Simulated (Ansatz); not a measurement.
Gas-phase electronic energies from Ansatz, PBE0-D4/def2-TZVP geometries. CBS: MP2 limit from def2 TZ/QZ plus the TZ coupled-cluster correction, frozen cores. This one scheme is used for every species. Functionals use def2-TZVPP. B3LYP here is the variant with VWN-RPA as its local correlation; programs differ in this. For Ge outer-core shells are correlated without core-valence functions, which leaves a few kJ/mol of doubt a bond. Scalar relativity is left out up to krypton.

`[F][Ge]([F])([F])[F]` + H₂ → `[F][GeH]([F])[F]` + H–F  (hydrogenolysis of a Ge–F bond)

`[F][Ge]([F])([F])[F]`:

Cartesian coordinates in Å:
```
F -0.493 0.724 -1.447
Ge 0.000 0.000 0.000
F -0.882 0.654 1.287
F -0.274 -1.667 -0.082
F 1.649 0.290 0.242
```

H₂:

```xyz
2

H    -0.206    0.021   -0.311
H     0.206   -0.021    0.311
```

`[F][GeH]([F])[F]`:

```xyz
5

F    -0.572   -0.884    1.304
Ge    0.078    0.033    0.019
F    -1.070    1.245   -0.337
F     0.122   -1.003   -1.337
H     1.442    0.608    0.351
```

H–F:

Cartesian coordinates in Å:
```
F 0.039 0.208 0.408
H -0.039 -0.208 -0.408
```

Is it downhill or uphill in electronic energy at CCSD(T)/CBS, and by how much? (Best estimate.)

The calculation gave: Uphill: ΔE = +5.0 kcal/mol.

What do these levels give: PBE-D4, r2SCAN-D4, B3LYP-D4, CAM-B3LYP-D4, revPBE, MP2/def2-TZVPP? (An estimate is asked.)

Ansatz gave: PBE-D4 5.1, r2SCAN-D4 8.0, B3LYP-D4 5.7, CAM-B3LYP-D4 5.8, revPBE 4.9, MP2/def2-TZVPP 7.5 kcal/mol.

Largest T1 diagnostic among the species: 0.012.

Leaving LDA and LC-ωPBE aside and taking each functional with its dispersion term where it has one, the values spread over 3.5 kcal/mol, from PBE0-D4 to r2SCAN-D4. LDA lies −1.3 kcal/mol from PBE without D4. From r2SCAN to r2SCAN0 (25 % exact exchange), in def2-TZVPP and without D4, ΔE moves by −1.4 kcal/mol.
